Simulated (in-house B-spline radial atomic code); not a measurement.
How numerical settings move a run on Er, [Xe] 4f12 6s2. Computed with an all-electron radial atomic-structure program (B-spline basis): scalar-relativistic (X2C) B97-1, spin-polarised, spherical fractional occupations, Fermi nucleus of rms radius 5.2516 fm.

Command:
```bash
python run_scf.py task.json out
```
Settings of the sound reference run:
```
Z                68
electrons        68
configuration    [Xe] 4f12 6s2
hamiltonian      x2c
method           b97_1
spin_polarised   True
nucleus          fermi
rms_radius       5.2516
mass_number      166
atomic_mass      165.9303
speed_of_light   137.036
knot_spacing     0.22
spline_order     8
gauss_points     12
box_radius       50
max_iterations   70
damping          0.5
damped_steps     3
diis_vectors     10
tolerance        1e-08
start            Thomas-Fermi
```

Time taken, with all properties: 0.49 s on 1 thread of Arm Neoverse V2, with other jobs on the host.

It converges in 12 iterations to -13085.798687 hartree, with 4f down at -2.84667 eV. The other runs change the listed settings, some to values that make no sense; their results aren't properties of the atom or ion. Radii are in bohr (the nuclear one in fm), a minus after a letter asks for a j subshell, and «unchanged» means within 1e-8 hartree. The run stops when the residual is below 10 × tolerance × max(1, Z/10), or a noise floor if that is larger, and the energy moves by less than 1e-8 × √|E| hartree; so very loose and very tight tolerances often act alike.

```tsv
changed settings	outcome
box_radius = 2	converged in 9 iterations, energy +1.94e+01 hartree from the reference, 4f down level +6.2e+01 eV (the program warns: 4f down has a positive eigenvalue: unbound, held by the box; 5s up has a positive eigenvalue: unbound, held by the box)
gauss_points = 4, first_knot = 0.0147, max_iterations = 100, start = bare nucleus	not converged after 100 iterations, last residual 1.3e-01, last energy -6.31e+04 hartree from the reference
box_radius = 10	converged in 10 iterations, energy +2.38e-03 hartree from the reference, 4f down level +1.6e-01 eV (the program warns: 4f down reaches the box edge; 4f up reaches the box edge)
gauss_points = 16	converged in 12 iterations, energy unchanged
box_radius = 3	converged in 10 iterations, energy +3.12e+00 hartree from the reference, 4f down level +1.9e+01 eV (the program warns: 4f down has a positive eigenvalue: unbound, held by the box; 4f up has a positive eigenvalue: unbound, held by the box)
knot_spacing = 2, box_radius = 3, first_knot = 0.00147, max_iterations = 60, tolerance = 1e-10	converged in 14 iterations, energy +1.41e+02 hartree from the reference, 4f down level +1.9e+01 eV (the program warns: 4f down has a positive eigenvalue: unbound, held by the box; 4f up has a positive eigenvalue: unbound, held by the box)
box_radius = 7.5	converged in 10 iterations, energy +2.58e-02 hartree from the reference, 4f down level +9.1e-01 eV (the program warns: 4f down reaches the box edge; 5p up reaches the box edge)
box_radius = 100	converged in 12 iterations, energy -4.50e-08 hartree from the reference, 4f down level -7.0e-07 eV
box_radius = 25	converged in 12 iterations, energy +1.63e-07 hartree from the reference, 4f down level +2.0e-06 eV
gauss_points = 3	not converged after 70 iterations, last residual 9.9e+00, last energy +1.06e+03 hartree from the reference
electrons = 69, configuration = [Xe] 4f12 6s3, max_iterations = 100	stopped with error: shell 6s holds at most 1 electrons (per spin)
box_radius = 5	converged in 10 iterations, energy +2.77e-01 hartree from the reference, 4f down level +4.0e+00 eV (the program warns: 4f down has a positive eigenvalue: unbound, held by the box; 6s up has a positive eigenvalue: unbound, held by the box)
gauss_points = 8	converged in 12 iterations, energy -1.62e-07 hartree from the reference
knot_spacing = 2, max_iterations = 50, diis_vectors = 1	converged in 30 iterations, energy +2.29e+03 hartree from the reference, 4f down level -3.7e+02 eV (the program warns: 4f down reaches the box edge; 3s up reaches the box edge)
tolerance = 1e-13	converged in 13 iterations, energy unchanged, 4f down level +4.9e-05 eV
box_radius = 15	converged in 12 iterations, energy +1.51e-05 hartree from the reference, 4f down level +2.2e-03 eV (the program warns: 6s up reaches the box edge; 6s down reaches the box edge)
```

What happens with gauss_points = 6?

Converged in 12 iterations, energy +3.01e-07 hartree from the reference.

What happens with hamiltonian = dirac, method = hf, spin_polarised = False, speed_of_light = 74.82166?

Converged in 27 iterations to -15721.8489 hartree, a different physical problem.

What happens with gauss_points = 5?

Converged in 12 iterations, energy +8.14e-07 hartree from the reference, 4f down level +3.2e-07 eV.

What happens with gauss_points = 4?

Converged in 12 iterations, energy -1.69e-06 hartree from the reference.
